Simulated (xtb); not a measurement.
C₆H₅O, doublet, at a GFN2-xTB geometry; GFN2-xTB (xtb).

xtb was given this input:
```
$ xtb mol.xyz --gfn 2 --uhf 1 --acc 0.0001 --json

# file mol.xyz
12

O     -2.26745109     0.04900751    -0.04407530
C     -0.90878131     0.00479194    -0.01862883
C     -0.28778686    -1.24945281    -0.08708222
C      1.07058195    -1.27637353    -0.06051965
C      1.88638811    -0.18568950     0.02726349
C      1.25874993     1.05531763     0.09471935
C     -0.12137824     1.14673295     0.07188874
H     -2.56875278     0.96399006     0.00902401
H     -0.89964724    -2.13451201    -0.15727072
H      2.96166543    -0.26373796     0.04460819
H      1.85681909     1.95241617     0.16540174
H     -0.59711732     2.11782365     0.12499382
```

Question: Predict the main parts of the log of this xtb run.

Answer: 
```
   ID    Z sym.   atoms
    1    8 O      1
    2    6 C      2-7
    3    1 H      8-12

           -------------------------------------------------
          |                Calculation Setup                |
           -------------------------------------------------

           -------------------------------------------------
          |                 G F N 2 - x T B                 |
           -------------------------------------------------

          ...................................................
          :                      SETUP                      :
          :.................................................:
          :  # basis functions                  33          :
          :  # atomic orbitals                  33          :
          :  # shells                           19          :
          :  # electrons                        35          :
          :  max. iterations                   250          :
          :  Hamiltonian                  GFN2-xTB          :
          :  restarted?                      false          :
          :  GBSA solvation                  false          :
          :  PC potential                    false          :
          :  electronic temp.          300.0000000     K    :
          :  accuracy                    0.0001000          :
          :  -> integral cutoff          0.6500000E+02      :
          :  -> integral neglect         0.1000000E-11      :
          :  -> SCF convergence          0.1000000E-09 Eh   :
          :  -> wf. convergence          0.1000000E-07 e    :
          :  Broyden damping             0.4000000          :
          :  net charge                          0          :
          :  unpaired electrons                  1          :
          ...................................................

 iter      E             dE          RMSdq      gap      omega  full diag
   1    -19.6413166 -0.196413E+02  0.502E+00    2.73       0.0  T
   2    -19.6531202 -0.118036E-01  0.313E+00    2.62       1.0  T
   3    -19.6440464  0.907379E-02  0.138E+00    2.84       1.0  T
   4    -19.6577735 -0.137272E-01  0.218E-01    2.65       1.0  T
   5    -19.6579311 -0.157591E-03  0.953E-02    2.71       1.0  T
   6    -19.6579899 -0.587244E-04  0.402E-02    2.68       1.0  T
   7    -19.6579913 -0.146885E-05  0.155E-02    2.69       1.9  T
   8    -19.6579934 -0.203962E-05  0.657E-03    2.69       4.4  T
   9    -19.6579934 -0.744987E-07  0.219E-03    2.69      13.2  T
  10    -19.6579935 -0.198960E-07  0.790E-04    2.69      36.5  T
  11    -19.6579935 -0.391876E-08  0.323E-04    2.69      89.4  T
  12    -19.6579935 -0.773593E-09  0.120E-04    2.69     240.7  T
  13    -19.6579935 -0.287308E-10  0.358E-05    2.69     806.2  T
  14    -19.6579935 -0.100826E-10  0.151E-05    2.69    1916.9  T
  15    -19.6579935 -0.294875E-12  0.616E-06    2.69    4684.0  T
  16    -19.6579935 -0.301981E-12  0.142E-06    2.69   20350.6  T
  17    -19.6579935  0.000000E+00  0.173E-07    2.69  100000.0  T
  18    -19.6579935  0.000000E+00  0.353E-08    2.69  100000.0  T
  19    -19.6579935  0.177636E-13  0.111E-08    2.69  100000.0  T

   *** convergence criteria satisfied after 19 iterations ***

         :::::::::::::::::::::::::::::::::::::::::::::::::::::
         ::                     SUMMARY                     ::
         :::::::::::::::::::::::::::::::::::::::::::::::::::::
         :: total energy             -19.344958302303 Eh    ::
         :: gradient norm              0.000040100336 Eh/a0 ::
         :: HOMO-LUMO gap              2.686570417154 eV    ::
         ::.................................................::
         :: SCC energy               -19.657986294148 Eh    ::
         :: -> isotropic ES            0.020721977162 Eh    ::
         :: -> anisotropic ES          0.002775353344 Eh    ::
         :: -> anisotropic XC          0.008031196576 Eh    ::
         :: -> dispersion             -0.008452153658 Eh    ::
[...]
        23                          0.1151953               3.1346
        24                          0.1448918               3.9427
        25                          0.1799111               4.8956
        26                          0.1874291               5.1002
        27                          0.2080396               5.6610
        28                          0.3880608              10.5597
        29                          0.3947144              10.7407
       ...                                ...                  ...
        33                          0.6607953              17.9812
      -------------------------------------------------------------
                  HL-Gap            0.0987296 Eh            2.6866 eV
             Fermi-level           -0.3145147 Eh           -8.5584 eV

     #   Z          covCN         q      C6AA      α(0)
     1   8 O        1.659    -0.389    20.627     6.131
     2   6 C        2.856     0.149    24.768     8.157
     3   6 C        2.915    -0.043    29.076     8.842
     4   6 C        2.023    -0.060    32.647     9.228
     5   6 C        2.913    -0.031    28.770     8.795
     6   6 C        2.934    -0.027    28.688     8.784
     7   6 C        2.916    -0.076    29.898     8.966
     8   1 H        0.805     0.300     0.722     1.335
     9   1 H        0.926     0.062     2.174     2.306
    10   1 H        0.926     0.045     2.379     2.412
    11   1 H        0.926     0.041     2.433     2.439
    12   1 H        0.925     0.030     2.592     2.517

 Mol. C6AA /au·bohr⁶  :       1916.605812
 Mol. C8AA /au·bohr⁸  :      47570.402348
 Mol. α(0) /au        :         69.912867

Wiberg/Mayer (AO) data.
largest (>0.10) Wiberg bond orders for each atom

 ---------------------------------------------------------------------------
     #   Z sym  total        # sym  WBO       # sym  WBO       # sym  WBO
 ---------------------------------------------------------------------------
     1   8 O    2.125 --     2 C    1.072     8 H    0.887
     2   6 C    3.935 --     7 C    1.379     3 C    1.312     1 O    1.072
                             5 C    0.103
     3   6 C    3.984 --     4 C    1.517     2 C    1.312     9 H    0.953
                             6 C    0.115
     4   6 C    3.276 --     3 C    1.517     5 C    1.480     7 C    0.102
     5   6 C    3.987 --     4 C    1.480     6 C    1.387    10 H    0.960
                             2 C    0.103
     6   6 C    3.986 --     7 C    1.449     5 C    1.387    11 H    0.962
                             3 C    0.115
     7   6 C    3.985 --     6 C    1.449     2 C    1.379    12 H    0.962
                             4 C    0.102
     8   1 H    0.910 --     1 O    0.887
     9   1 H    0.996 --     3 C    0.953
    10   1 H    0.998 --     5 C    0.960
    11   1 H    0.998 --     6 C    0.962
    12   1 H    0.999 --     7 C    0.962
 ---------------------------------------------------------------------------

Topologies differ in total number of bonds
Writing topology from bond orders to xtbtopo.mol

molecular dipole:
                 x           y           z       tot (Debye)
 q only:       -0.043       0.548       0.035
   full:       -0.133       0.920       0.057       2.367
molecular quadrupole (traceless):
                xx          xy          yy          xz          yz          zz
 q only:        0.704      -2.421       1.134      -0.104       0.143      -1.838
  q+dip:        1.700      -2.410       2.956      -0.023       0.446      -4.656
   full:        0.584      -2.927       1.923      -0.125       0.227      -2.507

           -------------------------------------------------
          | TOTAL ENERGY              -19.344958302303 Eh   |
          | GRADIENT NORM               0.000040100336 Eh/α |
          | HOMO-LUMO GAP               2.686570417154 eV   |
           -------------------------------------------------

normal termination of xtb
```
